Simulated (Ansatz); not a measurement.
`Cc1cc(-c2sc(-c3sc(C#C[Si](C)(C)C)cc3C)cc2C)sc1C#C[Si](C)(C)C`. Charge 0, multiplicity 3. Geometry r2SCAN-D4/def2-SVP, that of the neutral singlet; atoms count from 1.

Cartesian coordinates in Å:
```
C 1.156 -4.211 2.543
C 1.464 -2.748 2.479
C 0.950 -1.862 1.506
C 1.373 -0.541 1.641
C 0.997 0.582 0.823
S -0.324 0.386 -0.305
C -0.167 2.019 -0.896
C -1.033 2.504 -1.941
S -1.797 1.377 -3.029
C -2.626 2.657 -3.880
C -3.483 2.370 -4.953
C -4.234 2.111 -5.894
Si -5.355 1.730 -7.306
C -7.125 2.085 -6.787
C -4.873 2.820 -8.759
C -5.151 -0.084 -7.745
C -2.293 3.890 -3.333
C -1.398 3.824 -2.239
C -0.940 5.033 -1.481
C 0.854 2.671 -0.215
C 1.517 1.880 0.756
C 2.653 2.396 1.585
S 2.442 -0.392 3.013
C 2.304 -2.095 3.387
C 2.995 -2.640 4.479
C 3.592 -3.115 5.447
Si 4.482 -3.832 6.890
C 6.247 -3.190 6.885
C 3.605 -3.311 8.467
C 4.463 -5.703 6.717
H 1.326 -4.694 1.568
H 0.099 -4.380 2.810
H 1.781 -4.713 3.295
H 0.282 -2.181 0.701
H -7.823 1.873 -7.614
H -7.420 1.464 -5.926
H -7.253 3.141 -6.499
H -3.832 2.634 -9.068
H -4.962 3.888 -8.502
H -5.526 2.624 -9.627
H -4.113 -0.311 -8.033
H -5.415 -0.732 -6.894
H -5.805 -0.354 -8.592
H -2.710 4.822 -3.719
H -1.611 5.883 -1.669
H 0.076 5.344 -1.782
H -0.916 4.843 -0.397
H 1.157 3.694 -0.441
H 3.525 1.723 1.549
H 2.373 2.499 2.647
H 2.971 3.385 1.227
H 6.811 -3.595 7.743
H 6.271 -2.090 6.953
H 6.775 -3.482 5.963
H 2.563 -3.669 8.479
H 3.584 -2.214 8.567
H 4.116 -3.723 9.354
H 4.986 -6.177 7.565
H 3.431 -6.091 6.697
H 4.963 -6.024 5.789
```

Single mean-field runs in def2-SVP are fitted with def2-universal-jkfit. At PBE0-D4/def2-SVP a singlet of charge 0 lies 1.96 eV below the triplet at the same geometry.

(1) Estimate the Mulliken populations of the heavy atoms from the PBE0/def2-SVP orbitals of Ansatz.

(2) Where does the spin sit?

(3) And the Mayer bond orders between heavy atoms (over 0.3)?

Results:

(1) 
```csv
atom,charge (e),spin (α − β)
C1,0.04,0.01
C2,-0.05,-0.14
C3,-0.05,0.27
C4,-0.09,-0.01
C5,-0.06,0.32
S6,0.09,0.05
C7,-0.08,0.34
C8,-0.10,-0.04
S9,0.15,0.04
C10,-0.16,0.29
C11,0.17,-0.13
C12,-0.41,0.22
Si13,0.52,-0.01
C14,-0.31,0.00
C15,-0.32,0.00
C16,-0.32,0.00
C17,0.03,-0.13
C18,-0.11,0.24
C19,0.02,-0.02
C20,-0.03,0.04
C21,-0.13,0.13
C22,0.03,-0.02
S23,0.12,0.05
C24,-0.15,0.33
C25,0.13,-0.15
C26,-0.41,0.26
Si27,0.51,-0.01
C28,-0.32,0.00
C29,-0.31,0.01
C30,-0.32,0.00
```
Mulliken values depend strongly on the basis.

(2) Summed by element: C 1.84, S 0.15, Si -0.01, H 0.02, of 2 unpaired in all. Largest on single atoms: C7 0.34, C24 0.33, C5 0.32.

(3) C1–C2 1.09 (1.50 Å); C2–C3 1.40 (1.41 Å); C2–C24 1.35 (1.40 Å); C3–C4 1.26 (1.39 Å); C4–C5 1.37 (1.44 Å); C4–S23 1.05 (1.75 Å); C5–S6 1.05 (1.75 Å); C5–C21 1.21 (1.40 Å); S6–C7 1.05 (1.74 Å); C7–C8 1.31 (1.44 Å); C7–C20 1.23 (1.39 Å); C8–S9 1.08 (1.74 Å); C8–C18 1.33 (1.40 Å); S9–C10 1.07 (1.75 Å); C10–C11 1.08 (1.40 Å); C10–C17 1.36 (1.39 Å); C11–C12 2.66 (1.23 Å); C12–Si13 0.85 (1.84 Å); Si13–C14 1.02 (1.88 Å); Si13–C15 1.02 (1.88 Å); Si13–C16 1.03 (1.88 Å); C17–C18 1.38 (1.41 Å); C18–C19 1.09 (1.50 Å); C20–C21 1.50 (1.42 Å); C21–C22 1.10 (1.50 Å); S23–C24 1.07 (1.75 Å); C24–C25 1.08 (1.40 Å); C25–C26 2.64 (1.23 Å); C26–Si27 0.85 (1.84 Å); Si27–C28 1.03 (1.88 Å); Si27–C29 1.03 (1.88 Å); Si27–C30 1.03 (1.88 Å).
